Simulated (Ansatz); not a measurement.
Bond stretch in HCl (cation, charge +1), doublet.

Method: full CI/aug-cc-pVDZ, frozen core run with Ansatz (a program for electronic structure).

### Question
Relative to R = 1.32 Å, what are the energies at R = 1.48, 2.01, 2.62, 3.98 Å?

### Answer
4.9 kcal/mol at 1.48 Å, 45.8 kcal/mol at 2.01 Å, 79.4 kcal/mol at 2.62 Å, 101.5 kcal/mol at 3.98 Å.
